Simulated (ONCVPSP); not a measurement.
**Transferability test, ONCV potential for cerium**

* Element: Ce
* Generator: ONCVPSP 4.0.1
* Type: optimised norm-conserving Vanderbilt (ONCV)
* Functional: LDA (Perdew-Wang 92)
* Relativity: fully relativistic
* Frozen core: [Kr] 4d10
* Valence charge: 12
* Reference configuration: 4f1 5s2 5p6 5d1 6s1 6p1
* Partial waves: 5s+6s: rc 2.05 bohr, ncon 4, nbas 9, qcut 5.2 1/bohr, 3 projectors, debl 2 Ha; 5p+6p: rc 2.50 bohr, ncon 4, nbas 8, qcut 5.6 1/bohr, 2 projectors; 5d: rc 3.20 bohr, ncon 4, nbas 9, qcut 5.3 1/bohr, 2 projectors, debl 1.9 Ha; 4f: rc 1.80 bohr, ncon 3, nbas 8, qcut 9.9 1/bohr, 3 projectors, debl 2.1 Ha
* Local potential: polynomial inside 1.40 bohr (lpopt 5, dvloc0 4 Ha)
* Core correction: none

Open shells are filled in proportion to 2j + 1.

Energies are relative to the spin-unpolarised reference configuration 4f1 5s2 5p6 5d1 6s1 6p1; without spin polarisation the order of configurations can differ from experiment.

Task: Give the all-electron excitation energy and the error of the potential for: 4f1 5s2 5p6 5d1 6s2 6p0; 4f1 5s2 5p6 5d1 6s1 6p0; 4f1 5s2 5p6 5d1 6s0 6p0; 4f1 5s2 5p6 5d2 6s1 6p0.

Result:

```tsv
valence configuration	charge	ΔE all-electron (eV)	error AE − PS (meV)
4f1 5s2 5p6 5d1 6s2 6p0	0	-2.522	-0.1
4f1 5s2 5p6 5d1 6s1 6p0	+1	3.743	0.0
4f1 5s2 5p6 5d1 6s0 6p0	+2	15.082	-0.3
4f1 5s2 5p6 5d2 6s1 6p0	0	-1.598	-1.3
```

Levels in the configuration 4f1 5s2 5p6 5d1 6s2 6p0:

```json
{"level": "4f j=7/2", "all-electron (eV)": "-5.465", "pseudo (eV)": "-5.466"}
{"level": "4f j=5/2", "all-electron (eV)": "-5.799", "pseudo (eV)": "-5.800"}
{"level": "5s j=1/2", "all-electron (eV)": "-40.677", "pseudo (eV)": "-40.677"}
{"level": "5p j=3/2", "all-electron (eV)": "-22.445", "pseudo (eV)": "-22.446"}
{"level": "5p j=1/2", "all-electron (eV)": "-25.246", "pseudo (eV)": "-25.246"}
{"level": "5d j=5/2", "all-electron (eV)": "-3.098", "pseudo (eV)": "-3.099"}
{"level": "5d j=3/2", "all-electron (eV)": "-3.302", "pseudo (eV)": "-3.302"}
{"level": "6s j=1/2", "all-electron (eV)": "-3.880", "pseudo (eV)": "-3.880"}
```
